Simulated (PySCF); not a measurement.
From computed data to an observable: chemical shift, span and skew from a shielding tensor

1-chlorocyclopenta-1,3-diene (C5H5Cl), SMILES ClC1=CC=CC1. Atoms are numbered in the order given.

```xyz
11

Cl    -0.0009     2.0048     0.0000
C     -0.0695     0.2865     0.0000
C     -1.1728    -0.4860     0.0000
C     -0.7373    -1.8945     0.0000
C      0.6102    -1.9545     0.0000
C      1.1729    -0.5583     0.0000
H     -2.2047    -0.1327     0.0000
H     -1.4201    -2.7470     0.0000
H      1.2227    -2.8578     0.0000
H      1.7977    -0.3520     0.8869
H      1.7977    -0.3520    -0.8869
```

The structure is a stationary point at ωB97X-D3(BJ)/def2-SVP. One conformer was computed; it need not be the lowest.

GIAO shieldings from PBE/pcSseg-1 run with PySCF, non-relativistic, no solvent. The symmetric part of the tensor of C2 has the principal values -57.4, 58.0, 94.5 ppm. The same nucleus in TMS has σ = 182.0 ppm at this level (PySCF, at its B3LYP-D3(BJ)/def2-TZVP geometry). Without spin–orbit terms, shifts of atoms bonded to Cl or Br come out too high.

Work out the isotropic shielding, the ¹³C shift against TMS, the span and the skew.


σ(iso) = (σ11 + σ22 + σ33)/3 = 31.7 ppm. δ = σ(ref) − σ(iso) = 182.0 − (31.7) = 150.3 ppm.
Span Ω = σ33 − σ11 = 151.9 ppm. Skew κ = 3(σ(iso) − σ22)/Ω = -0.52. Tumbling in solution averages the tensor to δ; in a static solid the shielding alone would spread this spin-1/2 line over Ω.
